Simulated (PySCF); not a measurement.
**How the method changes the constants of SnSb**

State: ²Π (doublet), unpaired electrons π ↑. Set-up: PySCF, scalar-relativistic core potentials, basis sets Sn cc-pVDZ-PP with ECP28, Sb cc-pVDZ-PP with ECP28. De refers to Sn + Sb in their high-spin ground configurations, without counterpoise correction. The functionals are run spin-unrestricted. A positive dipole means Sn(−)Sb(+). Levels whose curve was spin-contaminated or gave no clean fit are not listed.

```json
{"Level": "LDA", "Re (Å)": "2.632", "ωe (cm⁻¹)": "230", "De (eV)": "3.37", "μ (D)": "-0.92"}
{"Level": "PBE", "Re (Å)": "2.672", "ωe (cm⁻¹)": "219", "De (eV)": "2.63", "μ (D)": "-1.07"}
{"Level": "TPSS", "Re (Å)": "2.659", "ωe (cm⁻¹)": "223", "De (eV)": "2.53", "μ (D)": "-1.15"}
{"Level": "r²SCAN", "Re (Å)": "2.648", "ωe (cm⁻¹)": "221", "De (eV)": "2.31", "μ (D)": "-1.16"}
{"Level": "PBE0", "Re (Å)": "2.635", "ωe (cm⁻¹)": "227", "De (eV)": "2.27", "μ (D)": "-1.26"}
{"Level": "M06", "Re (Å)": "2.667", "ωe (cm⁻¹)": "228", "De (eV)": "3.14", "μ (D)": "-1.05"}
```

Q: What does the step from GGA to meta-GGA do here, going from PBE to r²SCAN?

A: r²SCAN less PBE: -2.4 pm in Re, +0.9 % in ωe, -0.32 eV in De. 

Q: What does the gradient correction do here, going from LDA to PBE?

A: PBE less LDA: +4.0 pm in Re, -4.8 % in ωe, -0.74 eV in De. The gradient correction favours the more uneven density of free atoms, so it tends to lengthen bonds and takes away much of the overbinding of LDA; so it does here.

These are scalar-relativistic numbers at best; spin–orbit coupling would shift them, the dissociation energy most. Counting both spins, an empty level lies below a filled one in some of these solutions, because spin and occupation are held. The state was picked by a PBE0 search and need not be the measured ground state.

The whole job (state search and all levels along the bond) took about 2.6 min on 1 thread of Arm Neoverse V1 (shared host), peak memory 0.56 GiB.
